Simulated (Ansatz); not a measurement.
Cartesian coordinates (Å):
SMILES: COC(N)N
```xyz
13

C      1.8052     0.2790    -0.1278
O      0.6886    -0.4807     0.2707
C     -0.4825    -0.1964    -0.4591
N     -1.4781    -1.1880    -0.1757
N     -0.9120     1.1447    -0.1607
H      2.6478    -0.0471     0.4819
H      2.0446     0.1021    -1.1855
H      1.6369     1.3498     0.0158
H     -0.2570    -0.2448    -1.5356
H     -1.6830    -1.1861     0.8183
H     -1.1225    -2.1095    -0.4052
H     -1.7469     1.3616    -0.6904
H     -1.1411     1.2153     0.8254
```
Charge 0, multiplicity 1.

These are Ansatz (a quantum-chemistry and plane-wave program) with frozen-core CCSD(T)/cc-pVTZ // PBE0-D3(BJ)/def2-TZVP values and carry that method's errors.

```yaml
HF energy: -264.24126 Ha
MP2 correlation energy: -1.01729 Ha
```

Question: Estimate the CCSD correlation energy, the (T) correction, the total energy and the T1 diagnostic.

Answer: 
* **CCSD correlation energy**: -1.05239 Ha
* **(T) correction**: -0.04066 Ha
* **CCSD(T) total energy**: -265.33431 Ha
* **T1 diagnostic**: 0.010
